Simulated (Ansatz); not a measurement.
Relaxation of BFH$_{4}$O$_{2}$Si (9 atoms, charge 0, multiplicity 1), to a largest force component of 0.02 eV/Å in at most 50 steps.

These are results of RKS r2SCANh/def2-SVP in Ansatz, not measurements.

```xyz
9
Properties=species:S:1:pos:R:3
O -1.733 0.950 0.747
B -0.489 1.176 0.085
F 0.385 2.205 0.546
O -0.074 0.416 -1.113
Si 0.703 -0.989 -0.565
H -1.618 0.328 1.432
H 1.942 -0.574 0.183
H 0.003 0.267 -2.089
H -0.160 -1.769 0.374
```

Where does it end, and by what steps?

It converged. After 19 steps the energy has fallen by 2.591 eV; H6 moved furthest, 0.78 Å.

| step | energy less start (eV) | largest force component (eV/Å) | accepted |
| --- | --- | --- | --- |
| 0 | 0.0000 | 4.778 | yes |
| 1 | -1.1588 | 2.722 | yes |
| 2 | -1.7186 | 1.855 | yes |
| 3 | -1.9633 | 0.580 | yes |
| 4 | -2.0839 | 0.674 | yes |
| 5 | -2.1522 | 2.089 | yes |
| 6 | -2.2694 | 1.973 | yes |
| 7 | -2.4015 | 1.912 | yes |
| 8 | -2.5122 | 0.422 | yes |
| 9 | -2.5512 | 0.408 | yes |
| 10 | -2.5557 | 0.297 | yes |
| 11 | -2.5727 | 0.417 | yes |
| 12 | -2.5807 | 0.281 | yes |
| 13 | -2.5795 | 0.410 | no |
| 14 | -2.5866 | 0.096 | yes |
| 15 | -2.5904 | 0.053 | yes |
| 16 | -2.5666 | 0.408 | no |
| 17 | -2.5910 | 0.033 | yes |
| 18 | -2.5906 | 0.060 | no |
| 19 | -2.5915 | 0.008 | yes |

```xyz
9
Properties=species:S:1:pos:R:3
O -1.411 0.528 0.884
B -0.520 1.002 0.011
F 0.067 2.190 0.126
O -0.265 0.266 -1.148
Si 1.055 -1.317 -0.699
H -1.491 1.059 1.682
H 1.417 -0.481 0.546
H 0.186 0.786 -1.826
H -0.081 -2.025 0.024
```

The run took 60 s on 2 threads of Arm Neoverse V2, on a shared host, peak memory 0.21 GiB.
